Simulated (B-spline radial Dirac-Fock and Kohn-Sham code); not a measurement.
## Isotope-shift constants of the inner levels of Sm³⁺

System: Sm³⁺, [Xe] 4f5.

Method: first-order field-shift and mass-shift constants from Dirac-Fock ground and hole states with a Fermi nucleus; the mass shift has no relativistic recoil terms. Computed with a radial atomic solver. A binding energy shifts by δE = F·δ⟨r²⟩ + (K_N + K_S)·δ(1/M); F is taken for a change of radius at fixed skin thickness and so holds the higher radial moments.

| level | F (meV/fm²) |
| --- | --- |
| K (1s) | -267.2 |
| L1 (2s) | -34.13 |
| L2 (2p1/2) | 0.5387 |
| L3 (2p3/2) | 1.684 |
| M1 (3s) | -7.237 |
| M2 (3p1/2) | 0.1706 |
| M3 (3p3/2) | 0.4489 |
| M4 (3d3/2) | 0.4112 |
| M5 (3d5/2) | 0.3978 |

The mass shift is not given and not included below: at this Z its relativistic corrections are large. It matters little for K lines but can be comparable with the field shift of L lines.

Field shifts alone in meV from A = 152 (mass 151.9197 u, rms radius 5.0819 fm); radii from Angeli and Marinova (2013).

| A | mass (u) | radius (fm) | Kα1 | Kα2 | Kβ1 | Lα1 |
| --- | --- | --- | --- | --- | --- | --- |
| 139 | 138.9223 | 4.9556 | +340.8 | +339.4 | +339.3 | -1.6 |
| 140 | 139.9190 | 4.9565 | +338.4 | +337.0 | +336.9 | -1.6 |
| 141 | 140.9185 | 4.9517 | +351.2 | +349.7 | +349.6 | -1.7 |
| 142 | 141.9152 | 4.9518 | +351.0 | +349.5 | +349.4 | -1.7 |
| 143 | 142.9146 | 4.9479 | +361.3 | +359.8 | +359.7 | -1.7 |
| 144 | 143.9120 | 4.9524 | +349.4 | +347.9 | +347.8 | -1.7 |
| 145 | 144.9134 | 4.9651 | +315.5 | +314.2 | +314.1 | -1.5 |
| 148 | 147.9148 | 5.0042 | +210.7 | +209.8 | +209.7 | -1.0 |
| 149 | 148.9172 | 5.0134 | +185.9 | +185.1 | +185.1 | -0.9 |
| 150 | 149.9173 | 5.0387 | ? | ? | ? | ? |

**Question.** What are the shifts for A = 150?

**Answer.** Kα1 +117.5 meV; Kα2 +117.0 meV; Kβ1 +117.0 meV; Lα1 -0.6 meV.
